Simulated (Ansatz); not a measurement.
The cluster Li₈, relaxed as a singlet with RKS PBE0/def2-TZVP in Ansatz, starting from the GFN1-xTB geometry. Force threshold 0.02 eV/Å.

The restricted singlet is unstable towards broken spin symmetry in Hartree–Fock (as tested in another run); at PBE0/def2-TZVP this wasn't settled. The structure comes from a short search, and lower isomers may exist.

Start:

Cartesian coordinates in Å:
```
Li -2.1545 -0.1877 1.0410
Li 2.6046 1.0877 -1.6142
Li 0.2909 1.5474 -0.9691
Li 0.2959 0.2012 -0.8215
Li -1.1702 -2.0282 2.7701
Li 0.8193 -0.8746 -1.1547
Li -0.4439 -0.1686 0.4406
Li -0.2420 0.4228 0.3078
```

Task: Estimate the energy that the relaxation releases and the steps that it takes.

Result: 37.29 eV, in 31 steps; 53 s on 4 threads of Arm Neoverse N1 on a shared host. The force fell under the threshold at step 27, but the optimiser went on. No frequencies were taken in this run, so the end may be a saddle point.

Task: Does the start keep its bonding and symmetry?

Result: Bonds lost: Li1–Li5, Li2–Li4, Li3–Li4, Li3–Li6, Li3–Li7, Li4–Li6, Li4–Li7 (atoms count from 1). Bonds formed: Li1–Li3, Li2–Li8, Li5–Li8 (atoms count from 1). Metal–metal contacts that move far: Li1–Li7 1.81 to 3.03 Å, Li6–Li7 2.15 to 3.05 Å, Li2–Li3 2.45 to 3.05 Å.

Task: Predict the relaxed structure.

Result: 
```xyz
8

Li   -2.476    0.507    0.492
Li    2.279    1.103   -0.588
Li   -0.214    2.547    0.418
Li   -0.522    0.180   -2.394
Li    0.457   -0.214    2.400
Li    1.732   -1.892   -0.355
Li   -1.270   -2.239    0.028
Li    0.014    0.007   -0.001
```
Bond lengths (bridged metal pairs left out): 12 × Li–Li 2.45 to 3.05 Å.
